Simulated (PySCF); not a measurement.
Question: Give a PBE0-D3(BJ)/def2-SVP geometry of InMe2(CN) (`[CH3][In]([CH3])[C]#N`).

Answer: 
```xyz
11
C3H6InN angstrom
In    -0.099   -0.190    0.006
C      2.034   -0.448   -0.020
H      2.468   -0.048    0.909
H      2.474    0.105   -0.864
H      2.288   -1.512   -0.109
C     -1.360    1.550    0.008
H     -1.240    2.097   -0.940
H     -1.077    2.226    0.828
H     -2.411    1.256    0.123
C     -1.198   -2.058    0.038
N     -1.781   -3.064    0.051
```

Orientation and origin are arbitrary. Atoms count from 1 in this order. In1 (indium bonded to 3 C) is planar (angles 132.8°, 113.6° and 113.6°, sum 360.0°, 0.00 Å off the plane of its three neighbours). The 5 heavy atoms lie in one plane (0.001 Å rms).

Bonds between heavy atoms (Å): In1–C2 2.149, In1–C6 2.149, In1–C10 2.168, C10–N11 1.163.

Computed, not measured: PBE0-D3(BJ)/def2-SVP geometry optimisation, gas phase, def2 core potentials past Kr in PySCF.

Point group: near C2v, missed by 0.22 Å at most; the miss may be what the optimiser left on a soft mode (C2 holds within 0.08 Å). Whether it is a minimum is left open (no frequencies).
